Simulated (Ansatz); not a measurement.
`B[O][In]([F])[CH2][SiH3]` at its PBE0-D4/def2-TZVP geometry, where that method's forces vanish. The species carries charge 0 and has multiplicity 1. In: def2 effective core potential.

```xyz
13

B     0.1794    1.6475   -2.8414
O     0.1537    0.4220   -2.3011
In    0.9281   -0.1223   -0.5479
F     2.7106    0.6459   -0.3882
C     0.0974   -1.4219    0.9057
Si   -1.0000   -0.5522    2.1497
H    -0.2740    1.7888   -3.9494
H     0.6268    2.5976   -2.2406
H     0.9413   -1.9044    1.4039
H    -0.4701   -2.1799    0.3604
H    -0.2202    0.4925    2.8641
H    -1.5412   -1.5182    3.1411
H    -2.1317    0.1046    1.4436
```

Task: What forces (eV/Å) does B3LYP-D4/def2-TZVPP give on these atoms in the Gaussian-basis code of Ansatz? (Best estimate.)

Result: Ansatz gave: 
```
B1  -0.012  0.213 -0.133
O2  -0.088  0.013 -0.177
In3 -0.068 -0.101  0.043
F4   0.295  0.132  0.022
C5  -0.052 -0.261  0.148
Si6 -0.124  0.089  0.144
H7   0.045 -0.006  0.108
H8  -0.052 -0.097 -0.071
H9  -0.059  0.025 -0.052
H10  0.058  0.048  0.031
H11 -0.052 -0.070 -0.047
H12  0.034  0.060 -0.062
H13  0.074 -0.044  0.046
```

B3LYP here is the variant with VWN-RPA as its local correlation; programs differ in this.
